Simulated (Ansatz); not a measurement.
Program: Ansatz 0.2.0.

A structure relaxed at PBE0-D4/def2-TZVP, charge 0, multiplicity 1:

Cartesian coordinates in Å:
```
C -0.905 -1.040 0.190
O 0.038 -0.527 -0.731
In 1.054 1.099 -0.343
F 0.520 1.981 1.303
Br 2.798 2.074 -1.707
H -1.744 -1.455 -0.377
H -1.300 -0.286 0.880
H -0.461 -1.846 0.786
```

**Question.** Give its formula and SMILES.

**Answer.** CH3BrFInO, `C[O][In]([F])[Br]`.

**Question.** Summarise the bond lengths by kind.

**Answer.** 1 × C–O 1.414 Å; 3 × C–H 1.094 to 1.096 Å; 1 × In–O 1.956 Å; 1 × F–In 1.942 Å; 1 × Br–In 2.419 Å.
